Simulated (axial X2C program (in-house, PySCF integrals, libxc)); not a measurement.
Low determinants of ZrB⁺ at the PBE0 level, 2c

All values were computed with an in-house relativistic program for diatomic molecules. Two-component (2c) means X2C with spin–orbit coupling and atomic mean-field two-electron Coulomb and Gaunt terms. Basis: Zr dyall-cv3z [11s12p9d6f3g], B dyall-v3z [7s6p2d1f] (cores contracted in-house); Gaussian nuclei, density fitting, unrestricted open shells. Masses: Zr 89.905 u, B 11.009 u.

Search at 2.147 Å (vertical energies from the lowest determinant):

```csv
ΔE (eV),state,electrons beyond evenly filled partner blocks,"electrons in ±ω = 1/2, 3/2, 5/2, 7/2"
0.00,Ω = 4,"ω = 3/2, ω = 5/2",30 11 3 0
0.12,Ω = 2,"ω = 1/2, ω = 3/2",31 11 2 0
0.43,Ω = 3,"2 × ω = -1/2, ω = 3/2, ω = 5/2",30 11 3 0
0.43,Ω = 1,"ω = -1/2, ω = 3/2",31 11 2 0
0.46,Ω = 3,2 × ω = 3/2,30 12 2 0
0.55,Ω = 1,"ω = -3/2, ω = 5/2",30 11 3 0
0.76,Ω = 0,none,30 12 2 0
```

Lowest determinant, Ω = 4 (⟨Sz⟩ = 2.00, ⟨Lz⟩ = 2.00 at PBE0): Re = 2.144 Å, ωe = 559.2 cm⁻¹.

The determinant in row 2 of the search, Ω = 2 (⟨Sz⟩ = 2.00, ⟨Lz⟩ = 0.00 at PBE0), was followed along the bond at PBE0; measured from the minimum of the lowest determinant it gives:

Te = 0.121 eV (980 cm⁻¹), Re = 2.166 Å, ωe = 578.1 cm⁻¹.

Q: Compare the bond of the determinant in row 2 with that of the lowest one.

A: At PBE0 its Re is 0.022 Å longer and its force constant, which goes as ωe², is 1.07 times that of the lowest determinant. T0 ≈ Te + Δωe/2 = 980 + (9) = 989 cm⁻¹.

The search compares states at one distance, so a state with another bond length can lie lower; it is not exhaustive and yields mostly the lowest determinant of each block pattern, so other components and higher states of one pattern are missing. These are energies of single determinants, not of spin-adapted states; PBE0 term energies can be off by some tenths of an eV, and the functional has no current term. Open-shell Ω = 0 determinants with evenly filled partner blocks cannot be reached by this program, so the Ω shown need not be the lowest component. The lowest determinant need not be the ground state where others lie within half an eV.
